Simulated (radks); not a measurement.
Effect of the nuclear size on neutral neon, [Ne]. Calculated with a radial shooting solver on a logarithmic mesh with Libxc functionals: Dirac Kohn-Sham, exchange-only LDA, spin-unpolarised, spherical densities, finite nucleus; Fermi nuclear charge, rms radius 3.0055 fm. The rms radius is varied about that value; shifts are against it.

rms radius (fm),total energy shift (eV),density at nucleus (e/bohr^3),1s1/2 shift (meV)
2.5126,-0.000354,640.1,-0.146
2.7711,-0.000176,639.7,-0.073
3.0055,0,639.3,0.000
3.2429,0.000193,639,0.080
3.3331,0.000270,638.9,0.111

Slopes of the eigenvalues against <r^2> in GHz/fm^2, as finite differences over the two radii next to the reference (eigenvalue slopes, not the field-shift constants of lines): 1s1/2 13.0.
